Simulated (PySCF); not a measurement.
All of these have the formula C5H7FO2Si. Theory: TDDFT wB97X-D/def2-SVPD, vertical, gas phase, core orbitals frozen in the response in PySCF 2.14.0, density-fitted response routines. Geometries: GFN2-xTB; one conformer of each isolated species. Triplets are in the Tamm–Dancoff approximation.

A. `COC1=C[Si@@H](O)C=C1F`
B. `O=C(O)C1=C[C@H]1[SiH2]CF`
C. `O=C(O)C1=C[C@@H]1C[SiH2]F`
D. `CC(=O)[SiH2]/C(F)=C\C=O`

Lowest singlet levels (six at most, fewer where fewer were computed) with oscillator strengths:

1. 270 nm (f 0.089); 253 nm (f 0.015); 228 nm (f 0.008); 191 nm (f 0.035); 176 nm (f 0.006); 174 nm (f 0.053); T1 3.01 eV
2. 293 nm (f 0.026); 215 nm (f 0.002); 196 nm (f 0.184); 192 nm (f 0.006); 182 nm (f 0.016); 177 nm (f 0.048); T1 2.80 eV
3. 368 nm (f 0.017); 314 nm (f 0.001); 287 nm (f 0.022); 237 nm (f 0.122); 212 nm (f 0.000); 191 nm (f 0.008); T1 2.97 eV
4. 255 nm (f 0.015); 235 nm (f 0.010); 228 nm (f 0.140); 190 nm (f 0.010); 171 nm (f 0.041); 166 nm (f 0.048); T1 3.45 eV

**Question.** Match each spectrum to its molecule.

**Answer.** 1 = B, 2 = A, 3 = D, 4 = C.
- A: S1 at 4.23 eV, HOMO→LUMO (98%); Löwdin shares by element: HOMO carbon 76% or more (atoms not listed hold the other 24%); LUMO carbon 63% or more (atoms not listed hold the other 37%); HOMO -8.43 and LUMO 0.20 eV.
- B: S1 at 4.60 eV, HOMO→LUMO (88%); Löwdin shares by element: HOMO carbon 62% or more, silicon 12% (atoms not listed hold the other 26%); LUMO carbon 67% or more, oxygen 16% or more (atoms not listed hold the other 17%); HOMO -9.30 and LUMO -0.40 eV.
- C: S1 at 4.85 eV, HOMO-2→LUMO (37%), HOMO→LUMO (32%), HOMO-1→LUMO (24%); Löwdin shares by element: HOMO carbon 70% or more (atoms not listed hold the other 30%); LUMO carbon 66% or more, oxygen 16% or more (atoms not listed hold the other 17%); HOMO -9.63 and LUMO -0.12 eV.
- D: S1 at 3.37 eV, HOMO→LUMO (75%), HOMO→LUMO+1 (16%); Löwdin shares by element: HOMO oxygen 46% or more, carbon 28% or more, silicon 12%; LUMO carbon 61% or more, oxygen 16% or more (atoms not listed hold the other 23%); HOMO -8.58 and LUMO -0.83 eV.
